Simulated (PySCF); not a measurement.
Electronic structure of In⁺ (indium, charge +1) at the wB97M-V level

Configuration: [Kr] 4d10 5s2, closed-shell 1S. Calculation: PySCF 2.14, in x2c-QZVPPall with one added diffuse shell each of s, p, d, f type (14s10p8d5f1g, 128 functions); scalar relativity by spin-free X2C-1e.

```json
{
  "Total energy": "-5880.39 hartree",
  "One-electron energy": "-8080.09 hartree",
  "Hartree (Coulomb) energy": "2360.40 hartree",
  "Exchange-correlation energy": "-160.71 hartree",
  "⟨S²⟩": "0.0000",
  "⟨L²⟩": "0.000",
  "Sum of ⟨r⟩": "31.01 bohr",
  "Sum of ⟨r²⟩": "40.81 bohr²",
  "Langevin diamagnetic susceptibility": "-32.3 ×10⁻⁶ cm³/mol",
  "Time after the integrals": "about 17 core-seconds"
}
```

| shell | electrons | mean orbital energy (hartree) | rms radius, mean of both spins (bohr) |
| --- | --- | --- | --- |
| 1s | 2 | -1022.02118 | 0.0340 |
| 2s | 2 | -154.29485 | 0.139 |
| 2p | 6 | -138.42036 | 0.124 |
| 3s | 2 | -29.97067 | 0.372 |
| 3p | 6 | -24.72774 | 0.373 |
| 3d | 10 | -16.61044 | 0.353 |
| 4s | 2 | -4.99702 | 0.903 |
| 4p | 6 | -3.42261 | 0.988 |
| 4d | 10 | -1.14136 | 1.28 |
| 5s | 2 | -0.65709 | 2.68 |

Densities and radii are taken from the X2C orbitals without a picture-change correction, which distorts them close to the nucleus.
